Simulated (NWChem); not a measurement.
**Total energies of chlorotrifluoromethane (CClF$_{3}$)**

SMILES: FC(F)(F)Cl
```xyz
5

F      0.8478     0.5618     1.0721
C      0.3525    -0.0244     0.0000
F      0.8478     0.5618    -1.0721
F      0.7195    -1.2908     0.0000
Cl    -1.4030     0.0972     0.0000
```
Charge 0, spin multiplicity 1.

Everything below was run with NWChem. Structure: optimised with PBE0/def2-SVP, a minimum by its harmonic frequencies.

Basis set: cc-pVDZ (74 functions).

```json
[
 {"method": "RHF", "total energy (Ha)": "-795.70096", "relative cost": "1"},
 {"method": "MP2", "total energy (Ha)": "-796.52339", "relative cost": "under 3"},
 {"method": "B2PLYP", "total energy (Ha)": "-797.45578", "relative cost": "3"},
 {"method": "PBE", "total energy (Ha)": "-797.34461", "relative cost": "under 3"},
 {"method": "B3LYP", "total energy (Ha)": "-797.86156", "relative cost": "under 3"},
 {"method": "TPSS", "total energy (Ha)": "-797.90003", "relative cost": "under 3"},
 {"method": "CCSD(T)", "total energy (Ha)": "-796.55902", "relative cost": "50"}
]
```

Total energies of different functionals aren't comparable as a measure of quality: only differences taken within one method are. Relative cost: rough, from shared machines, SCF included, RHF = 1.

The correlated methods keep 9 core orbitals frozen. B3LYP has NWChem's definition, with VWN1-RPA local correlation. No row is a measurement; the coupled-cluster row has its own basis-set and correlation limits.
